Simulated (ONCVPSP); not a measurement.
**Mo (Z = 42): one change to an ONCV potential, before and after**

* Element: Mo (Z = 42)
* Generator: ONCVPSP 4.0.1
* Type: optimised norm-conserving Vanderbilt (ONCV)
* Functional: LDA (Perdew-Wang 92)
* Relativity: scalar-relativistic
* Frozen core: [Ar] 3d10
* Valence charge: 14
* Reference configuration: 4s2 4p6 4d5 5s1
* Partial waves: 4s+5s: rc 1.70 bohr, ncon 4, nbas 9, qcut 8.8 1/bohr, 2 projectors; 4p: rc 2.00 bohr, ncon 4, nbas 7, qcut 5.7 1/bohr, 2 projectors, debl 2.2 Ha; 4d: rc 1.65 bohr, ncon 5, nbas 8, qcut 6.2 1/bohr, 1 projector; f scattering state at 0.4 Ha: rc 1.65 bohr, ncon 4, nbas 8, qcut 6.6 1/bohr, local
* Local potential: the f channel
* Core correction: polynomial model core, fcfact 0.25

Change: all radii but the core radius scaled by about 1.06 (s 1.80, p 2.12, d 1.74, f 1.74 bohr).

Cutoffs: the cutoffs (Ha) at which the residual kinetic energy of the hardest occupied pseudo-wave falls to 1 and 0.1 mHa per electron; they do not see the model core or the augmentation charge, which bear on the density cutoff. Errors are all-electron minus pseudo energies relative to the spin-unpolarised reference configuration.

Q: What does the change do?

A: The potential gets softer (23 Ha and 57 Ha → 22 Ha and 49 Ha); of the 4 tests that both files solve, the error grows in 2 and shrinks in 0 by more than 15 % and 0.3 meV (median size 1.1 → 1.3 meV); neither file shows a bound ghost. A larger radius leaves more room for a smooth pseudo-wave, so fewer plane waves are needed.

```csv
quantity,base,changed
"cutoff, loose",23 Ha,22 Ha
"cutoff, tight",57 Ha,49 Ha
loose cutoff by channel,"s 23 Ha, p 12 Ha, d 19 Ha","s 22 Ha, p 12 Ha, d 19 Ha"
bound ghosts,none,none
GHOST(+) flags under 300 eV,none,none
"error for 4s2 4p6 4d5 5s0, meV [ΔE 7.18 eV]",-1.6,-1.7
"error for 4s2 4p6 4d4 5s0, meV [ΔE 22.88 eV]",-2.0,-2.4
"error for 4s2 4p6 4d3 5s0, meV [ΔE 49.84 eV]",+0.1,-0.9
"error for 4s2 4p6 4d5 5s0.5, meV [ΔE 2.86 eV]",-0.6,-0.6
"rms error of d²Exc/dni dnj with the model core, mHa",0.26,0.34
```
